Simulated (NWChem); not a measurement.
# Converging the basis set for SiHBrF (SMILES F[SiH]Br)

SiHBrF: 4 atoms, total charge 0, spin state doublet. SMILES: `F[SiH]Br`. The coordinates come from a PBE0-D4/def2-TZVP relaxation.

```csv
atom,x (Å),y (Å),z (Å)
F,-1.0775,-0.2854,1.0783
Si,-0.2898,-0.2547,-0.3098
Br,1.8522,-0.6437,0.0737
H,-0.4294,1.1234,-0.8625
```

Program: NWChem 7.3.0. Method: USVWN5. Swept: basis set. Watched: the dipole moment. Each run: energy and properties. Hardware: 1 thread of Intel Xeon Platinum 8488C (Sapphire Rapids), shared host.

Deviations are taken from the sweep's last point, which isn't the limit.

| basis set | basis functions | value (D) | from the best (D) | wall time |
| --- | --- | --- | --- | --- |
| def2-SVP | 69 | 1.0834 | -0.0078 | 9.3 s |
| def2-SVPD | 96 | 1.1577 | +0.0665 | 17 s |
| def2-TZVP | 122 | 1.0951 | +0.0039 | 46 s |
| def2-TZVPD | 149 | 1.0912 | 0.0000 | 77 s |

Over the sweep the value spans 0.0743 D.
